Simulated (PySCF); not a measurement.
Excitations are Tamm–Dancoff values on a coarser integration grid. The basis has no diffuse functions, so Rydberg states are missing or too high.

Z-matrix (Å, degrees):
```
B
N 1 1.4022
H 2 1.0030 1 121.93
H 2 1.0041 3 114.49 1 180.00
N 1 1.4022 2 124.51 3 180.00
H 5 1.0030 1 121.93 2 -180.00
H 5 1.0041 6 114.49 1 -180.00
Cl 1 1.7929 2 117.74 3 0.00
```
Charge 0, spin multiplicity 1.

Q: Give the T1 excitation (TDA), S1–T1 gap (TDA), dipole moment, LUMO and S1 excitation (TDA) at the level CAM-B3LYP-D3(BJ)/def2-TZVP in PySCF.

A: 
The T1 excitation (TDA) comes out as 6.32 eV and the S1–T1 gap (TDA) comes out as 0.34 eV. The dipole moment is 2.85 D, the LUMO is 1.44 eV and the S1 excitation (TDA) comes out as 6.65 eV.
